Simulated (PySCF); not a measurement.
# Heteronuclear NMR

Geometry:
```
atom   x (Å)   y (Å)   z (Å)
  O1   3.090   0.691   0.146
  C2   2.349  -0.238  -0.041
  C3   0.874  -0.157  -0.029
  C4   0.222   1.052   0.211
  C5  -1.163   1.065   0.208
  C6  -1.837  -0.122  -0.032
  C7  -1.092  -1.274  -0.260
  N8   0.225  -1.297  -0.260
  H9   2.720  -1.258  -0.245
 H10   0.807   1.940   0.391
 H11  -1.707   1.981   0.389
 H12  -2.916  -0.158  -0.043
 H13  -1.576  -2.223  -0.452
```

Computational details: geometry from GFN2-xTB, shielding tensors at PBE0/pcSseg-1 (GIAO), in PySCF (non-relativistic, gas phase, one computed conformer).

**Question.** Where does 15N resonate?

**Answer.** 
```csv
atoms,environment,σ (ppm),δ (ppm)
N8,pyridine-type ring nitrogen,-99.2,-56.7
```

Shieldings were converted by a linear fit to measured shifts: 15N: δ = -148.07 − 0.921σ (rms 6.3 ppm, 71 shifts vs CH3NO2, solution or neat liquid). A few per cent of atoms miss by over 2 rms, more outside the fitted compound classes.

On a 600 MHz spectrometer 15N resonates near 60.8 MHz, so 1 ppm is 60.8 Hz.

**Question.** Where does 17O resonate?

**Answer.** 
```csv
atoms,environment,σ (ppm),δ (ppm)
O1,aldehyde oxygen,-347.8,583.5
```

Shieldings were converted by a linear fit to measured shifts: 17O: δ = 266.70 − 0.911σ (rms 10.7 ppm, 155 shifts, 12.2 ppm with the 3 outliers that the fit left out vs liquid water, solution or neat liquid). Occasional misses reach two or three times the rms, and more in compound classes unlike the fitted ones.

On a 300 MHz spectrometer 17O resonates near 40.7 MHz, so 1 ppm is 40.7 Hz.
